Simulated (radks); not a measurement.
Spherical quantum dot in the effective-mass picture: electrons in a well V = -V0 / (1 + exp((r - R)/a)) with V0 = 7.98, R = 3.65, a = 0.31, all in effective atomic units (hartree* = m*/eps^2 hartree, bohr* = eps/m* bohr), one dielectric constant everywhere. Calculated with a radial shooting solver with Libxc functionals: non-relativistic Kohn-Sham, LDA (Slater exchange, Perdew-Wang correlation), spin-polarised, spherical densities. Levels are named by radial order and angular momentum (1s, 1p, 1d, 2s, ...), and open shells are averaged over m.

N = 14, configuration 1s2 1p6 1d(up 5, down 1). This is the lowest configuration that the search found. Occupied and some empty levels:

| level | occupation | eigenvalue (hartree*) | <r> (bohr*) |
|---|---|---|---|
| 1s up | 1 | -2.4580 | 2.235 |
| 1s down | 1 | -2.3983 | 2.220 |
| 1p up | 3 | -2.2076 | 2.415 |
| 1p down | 3 | -2.1435 | 2.410 |
| 1d up | 5 | -1.8196 | 2.557 |
| 1d down | 1 | -1.7538 | 2.558 |
| 1f up | 0 | -1.3199 | 2.678 |
| 2s up | 0 | -1.2767 | 1.833 |
| 1f down | 0 | -1.2543 | 2.681 |
| 2s down | 0 | -1.2434 | 1.835 |
| 2p up | 0 | -0.66924 | 2.147 |
| 2p down | 0 | -0.62823 | 2.145 |

Energy (hartree*): total -63.4879, kinetic 10.371, external -104.82, Hartree 36.401, exchange-correlation -5.4378.
